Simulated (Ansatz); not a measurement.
Species: sum formula H₄SiNO₂, charge 0, multiplicity 2. It need not be the lowest isomer of its formula. SMILES: N[Si](O)O
Coordinates optimised at B3LYP-D3(BJ)/def2-TZVP (Ansatz, a first-principles code):
```
Si
O 1 1.6581
H 2 0.9607 1 116.46
O 1 1.6581 2 115.94 3 91.33
H 4 0.9607 1 116.46 2 -91.33
N 1 1.7058 2 104.19 3 -154.84
H 6 1.0069 1 121.19 2 42.02
H 6 1.0069 7 112.93 1 -155.97
```
Charge 0, spin multiplicity 2.

Computed values are from Ansatz. Correlated levels leave the core frozen unless marked. UHF or UKS for open shells. Spin-orbit coupling is left out. Non-relativistic. Basis-set limits of correlation are two-point, X^-3; Hartree-Fock from the larger set (for Q and 5 zeta extrapolated as (X+1)exp(-9√X)).

Task: What is the atomisation energy De at CCSD(T)/CBS(cc-pV(Q+d)Z,cc-pV(5+d)Z)?

Result: 2970.3 kJ/mol.

Task: What is the dipole moment at CCSD(T)/aug-cc-pV(D+d)Z?

Result: 1.68 D.

Task: What is the total energy at CCSD(T)/CBS(cc-pV(Q+d)Z,cc-pV(5+d)Z)?

Result: -496.6133 Eh.

Task: What is the T1 diagnostic at CCSD/cc-pV(5+d)Z?

Result: 0.014.
